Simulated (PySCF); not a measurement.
**Excitation energy of Ru⁺ by level of theory**

Ru⁺ [Kr] 4d7 (4F) → Ru⁺ [Kr] 4d6 5p1 (high-spin determinant), as a difference of total energies. All numbers are calculated (PySCF 2.14, scalar relativity by spin-free X2C-1e, in ANO-RCC-VTZP). Correlated levels: valence: [Kr] frozen. The calculations carry no spin-orbit coupling.

```
           method  excitation energy (eV)
              UHF                   4.727
    MP2 (valence)                   5.700
SCS-MP2 (valence)                   6.079
   CCSD (valence)                   5.591
CCSD(T) (valence)                   5.629
```

Problem. How much does correlation contribute at CCSD(T) (valence)?

Solution. 5.629 − (4.727) = 0.902 eV, measured against UHF.

A first-order spin-orbit estimate (lowest level to lowest level, LS coupling) adds 0.129 eV.

The basis was made for the ground configuration and has no added diffuse functions, so the excitation energy can come out too high.

The determinant of the upper state mixes LS terms, which raises its energy above the lowest term, most at the Hartree-Fock and MP2 levels.
